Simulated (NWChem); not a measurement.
## Basis-set convergence for BFI₂

SMILES: B(F)(I)I
```xyz
4

B      0.0000     0.0000    -0.8079
F      0.0000     0.0000    -2.1184
I     -1.8817     0.0000     0.2180
I      1.8817     0.0000     0.2180
```
Charge 0, spin multiplicity 1.

All runs are NWChem calculations. All single points use one geometry, from B3LYP/def2-SVP with def2 effective core potentials on I, a minimum by its harmonic frequencies.

Quantity: first vertical ionisation energy at the level G0W0@PBE0.

Effective core potentials replace the inner electrons of I; spin-orbit coupling is left out. GW and range-separated runs recompute their integrals, the others keep them in memory, which bears on the times. The structure started from a generated list of species.

Costs are rough ratios of processor time within this set of runs, SCF included, with def2-SVP as 1.

```tsv
basis	functions	first vertical ionisation energy (eV)	relative cost
def2-SVP	80	…	1
def2-SVPD	113	…	under 3
def2-TZVPP	162	9.53	3
def2-TZVP	162	9.53	3
def2-TZVPD	195	9.52	5
```

Question: What belongs in the gaps?

Answer: 
- def2-SVP, first vertical ionisation energy (eV): 9.18
- def2-SVPD, first vertical ionisation energy (eV): 9.16
